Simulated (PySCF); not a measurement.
Atoms are numbered as in `[F:1][c:2]1[cH:3][cH:4][cH:5][cH:6][c:7]1[PH:8][SiH3:9]`. Each H is labelled by its parent atom.

- GFN2-xTB geometry
- NMR shieldings at PBE0/pcSseg-1/GIAO
- run in PySCF
- gas phase, equivalent nuclei averaged, one computed conformer, non-relativistic

Scale: $^{13}$C vs TMS (reference shieldings calculated alike).

Q: Do the $^{13}$C shifts follow the atomic charges (in e)? Tabulate both.

A: 
| atoms | hybridisation | δ (ppm) | σ para (ppm) | Hirshfeld | IAO | Mulliken | ESP-fitted |
| --- | --- | --- | --- | --- | --- | --- | --- |
| C2 | sp2 | 173.3 | -236 | +0.08 | +0.28 | +0.41 | +0.27 |
| C6 | sp2 | 139.9 | -205 | -0.05 | -0.14 | -0.00 | -0.11 |
| C4 | sp2 | 134.7 | -203 | -0.04 | -0.15 | -0.07 | -0.11 |
| C5 | sp2 | 129.9 | -197 | -0.05 | -0.16 | -0.07 | -0.25 |
| C7 | sp2 | 128.9 | -211 | -0.07 | -0.23 | -0.57 | +0.08 |
| C3 | sp2 | 120.1 | -190 | -0.06 | -0.19 | -0.12 | -0.29 |

Correlation coefficients of δ with charge over these carbons: Hirshfeld +0.97, IAO +0.96, Mulliken +0.77, ESP-fitted +0.82; with the paramagnetic shielding -0.93. With so few points these coefficients are fragile. Charge is one influence among several: hybridisation and low-lying excitations act through the paramagnetic term.

Shifts are as computed. Against solution values, carbons near 30 ppm lie about +3 ppm off and those near 130 ppm about +5 ppm. Of 1211 compounds with measured shifts, 218 miss one by over three times the rms of a fit or turn the order of signals round; such compounds aren't used in these exercises.
